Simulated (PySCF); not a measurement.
Q: Write Cartesian coordinates for InChI=1S/C6H5NOSe/c1-7-5-3-4-6(8-5)9-2/h3-4H,2H3 as optimised with PBE0-D3(BJ)/def2-SVP.

A: 
```
atom  x, y, z in Å
C1    -4.2004    0.4703    0.5144
N2    -3.0273    0.4443    0.3946
C3    -1.6842    0.4330    0.2601
C4    -0.7459    1.4255    0.2975
C5     0.5095    0.7829    0.0882
C6     0.2296   -0.5524   -0.0596
Se7    1.2739   -2.0842   -0.3667
C8     2.9775   -1.1644   -0.4138
O9    -1.0964   -0.7700    0.0437
H10   -0.9403    2.4830    0.4558
H11    1.4877    1.2542    0.0525
H12    3.1742   -0.6695    0.5464
H13    3.0015   -0.4397   -1.2383
H14    3.7377   -1.9374   -0.5868
```

Orientation and origin are arbitrary. Atoms count from 1 in this order. Se7 (selenium bonded to 2 C) is bent (angle 96.1°). Of the pairs four or more bonds apart, C8···H11 is among the closest relative to their van der Waals radii: 2.88 Å, 99 % of the sum of Bondi's values. The 5-membered ring C3–C4–C5–C6–O9 has internal angles of 105.9° to 110.6° (sum 540°, against 540° for a flat polygon); it is planar, 0.00 Å rms from its mean plane, widest ring torsion 0°. The 9 heavy atoms lie in one plane (0.000 Å rms).

Bonds between heavy atoms (Å): C1≡N2 1.179, N2–C3 1.350, C3–C4 1.366, C4–C5 1.426, C5–C6 1.372, C6–Se7 1.879, Se7–C8 1.937, C6–O9 1.348, C3–O9 1.356.

Computed with PySCF 2.14.0, PBE0-D3(BJ)/def2-SVP geometry optimisation, gas phase.

Point group: Cs (tolerance 0.08 Å). No frequency check. One conformer, not necessarily the lowest (C5–C6–Se7–C8 0°).
